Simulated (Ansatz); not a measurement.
The first iterations of a band of Cl₃F₂H₂STa (9 atoms, charge 0, multiplicity 1).

The calculation used RKS PBE0-D4/def2-SVP in Ansatz.

| Quantity | Value |
| --- | --- |
| movable images | 9 |
| climbing image | yes |
| spring | 5.0 eV/Å² |
| optimiser | quadratic models (default) |
| start path | through a guess of the saddle point |
| force threshold | 0.05 eV/Å |
| iteration limit | 51 |
| end points | relaxed |

First end point:

```xyz
9
Properties=species:S:1:pos:R:3
Ta -0.134 0.008 0.217
F 1.704 0.434 0.252
Cl -0.194 0.456 2.504
F 0.246 -0.896 -1.395
Cl -0.979 1.949 -0.614
Cl -2.073 -1.276 0.381
S 0.969 -2.402 1.186
H 1.109 -2.992 -0.024
H 2.254 -1.977 1.204
```

Last end point:

```xyz
9
Properties=species:S:1:pos:R:3
Ta -0.337 -0.428 0.342
F 1.975 0.126 0.357
Cl -0.277 0.184 2.578
F 0.152 -1.154 -1.323
Cl -0.342 1.733 -0.453
Cl -2.502 -1.073 0.253
S 0.929 -2.374 1.210
H 1.102 -2.982 0.013
H 2.201 -0.727 0.736
```

| iteration | highest image above the first end (eV) | largest band force component (eV/Å) |
| --- | --- | --- |
| 1 | 6.264 | 6.166 |
| 2 | 4.115 | 2.380 |
| 3 | 2.699 | 2.650 |
| 4 | 2.117 | 0.947 |
| 5 | 1.853 | 1.159 |
| 6 | 1.708 | 1.106 |
| 7 | 1.518 | 1.190 |
| 8 | 1.429 | 1.276 |

Problem. Does the band converge within its limit, and where does its top end?

Solution. The run converged. It ended after 24 iterations with the highest image 0.916 eV above the first end. A vibrational analysis at the climbing image gives one clearly imaginary mode, 630i cm⁻¹: a first-order saddle point. The orbitals stay closed-shell, which can raise the energy where a bond breaks towards radicals; this wasn't checked here.

Run time: 13 min on 4 threads of Arm Neoverse V2, on a shared host, peak memory 0.52 GiB.
